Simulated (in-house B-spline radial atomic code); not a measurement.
A run on neutral promethium that did not converge. Method: scalar-relativistic (X2C) B97-1, spin-polarised, spherical fractional occupations, Fermi nucleus of rms radius 4.962 fm; computed with a B-spline radial code for spherical atoms. In the input, 2p2,3 would mean two up and three down electrons.

Command:
```bash
python run_scf.py task.json out
```
Settings (nuclear radius in fm, mass in u):
```
Z                61
configuration    1s2 2s2 2p6 3s2 3p6 3d10 4s2 4p6 4d10 4f4,1 5s2 5p6 6s2
hamiltonian      x2c
method           b97_1
spin_polarised   True
nucleus          fermi
rms_radius       4.962
atomic_mass      144.91276
speed_of_light   137.035999084
```

First and last ten iterations of the last attempt (damped for 15 steps, keeping 80 % of the old Fock matrix, then DIIS):
```
 iter        energy (Eh)    residual
    1      -10002.240166    5.66e-01
    2      -10002.711313    7.08e-01
    3      -10011.245115    4.66e-01
    4      -10015.627234    2.84e-01
    5      -10017.747212    1.81e-01
    6      -10018.709803    1.10e-01
    7      -10019.120811    6.86e-02
    8      -10019.288535    4.41e-02
    9      -10019.356739    2.92e-02
   10      -10019.386188    2.21e-02
  111      -10019.350628    2.96e-02
  112      -10019.395986    1.61e-02
  113      -10019.404077    1.29e-02
  114      -10019.073719    4.98e-02
  115      -10019.416407    4.73e-03
  116      -10019.091090    4.78e-02
  117      -10019.092925    4.76e-02
  118      -10019.094866    4.74e-02
  119      -10019.095599    4.73e-02
  120      -10019.095425    4.73e-02
 not converged after 120 iterations
```

The smallest residual met was 2.7e-04; the threshold is about 6e-07. No energy from this run should be used. Time taken, with all properties: 5.5 s on 1 thread of Arm Neoverse V2, with other jobs on the host.
